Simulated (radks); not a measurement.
Question: Species: Tm1.25+. Configuration: [Kr] 4d10 4f13 5s2 5p(up 3, down 2.75) 6s1 (fractional occupations, a model configuration). Method: scalar-relativistic Kohn-Sham, LDA (Slater exchange, Perdew-Wang correlation), spin-polarised, spherical densities, point nucleus; open shells are filled with parallel spins first (spin-orbit coupling, left out, can overturn this in heavy ions); computed with a radial shooting solver on a logarithmic mesh with Libxc functionals. Some entries of the table are withheld. Estimate them.

orbital,occ.,eigenvalue (eV),<r^2> (bohr^2),<r> (bohr)
1s up,1,-59249.16,0.0005490,0.02002
1s down,1,-59249.13,0.0005490,0.02002
2s up,1,-10005.58,0.008524,0.08492
2s down,1,-10005.54,0.008524,0.08492
2p up,3,-8838.763,0.006949,0.07543
2p down,3,-8838.725,0.006949,0.07543
3s up,1,-2255.905,0.05591,0.2212
3s down,1,-2255.443,0.05590,0.2212
3p up,3,-1902.632,0.05634,0.2205
3p down,3,-1902.170,0.05632,0.2204
3d up,5,-1465.695,0.04691,0.1999
3d down,5,-1465.331,0.04689,0.1999
4s up,1,-452.0827,0.2803,0.4981
4s down,1,-451.1704,0.2803,0.4981
4p up,3,-335.9552,0.3184,0.5288
4p down,3,-335.0549,0.3184,0.5289
4d up,5,-181.7613,0.3802,0.5720
4d down,5,-180.8719,0.3804,0.5721
5s up,1,-63.8460,(1),1.226
5s down,1,-63.1978,(2),1.227
5p up,3,-37.1796,2.439,1.462
5p down,2.75,-36.5762,2.434,1.462
4f up,7,-13.6052,(3),0.7974
4f down,6,-12.7580,(4),0.7998
6s up,1,-11.6789,(5),3.392
6s down,0,-10.7732,(6),3.434

Answer: 
(1) 5s up <r^2> (bohr^2): 1.696
(2) 5s down <r^2> (bohr^2): 1.698
(3) 4f up <r^2> (bohr^2): 0.8723
(4) 4f down <r^2> (bohr^2): 0.8777
(5) 6s up <r^2> (bohr^2): 12.90
(6) 6s down <r^2> (bohr^2): 13.28
